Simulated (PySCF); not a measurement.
# A small calculation by hand: chemical shift, span and skew from a shielding tensor

Zn(SeH)(SiH3) (H4SeSiZn), SMILES [SiH3][Zn][SeH]. Atoms are numbered in the order given.

```xyz
7

Zn    -0.1680    -0.2994     0.3359
Se     0.5753     1.1609    -1.3148
H      1.9538     1.0533    -0.7906
Si    -0.9384    -1.7948     2.0155
H     -1.8523    -2.8317     1.4443
H     -1.6877    -1.0753     3.0912
H      0.2046    -2.5096     2.6635
```
Charge 0, spin multiplicity 1.

Geometry: B3LYP-D3(BJ)/def2-SVP. The values are those of a single conformer.

GIAO shieldings from PBE0/pcSseg-1 (PySCF), non-relativistic, no solvent. The symmetric part of the tensor of Se2 has the principal values 2087.9, 2128.8, 2363.6 ppm. The same nucleus in Me2Se has σ = 1740.1 ppm at this level (PySCF, at its B3LYP-D3(BJ)/def2-TZVP geometry).

**Question.** Work out the isotropic shielding, the ⁷⁷Se shift against Me2Se, the span and the skew.

**Answer.** 
σ(iso) = (σ11 + σ22 + σ33)/3 = 2193.4 ppm. δ = σ(ref) − σ(iso) = 1740.1 − (2193.4) = -453.3 ppm.
Span Ω = σ33 − σ11 = 275.7 ppm. Skew κ = 3(σ(iso) − σ22)/Ω = 0.70. Tumbling in solution averages the tensor to δ; in a static solid the shielding alone would spread this spin-1/2 line over Ω.
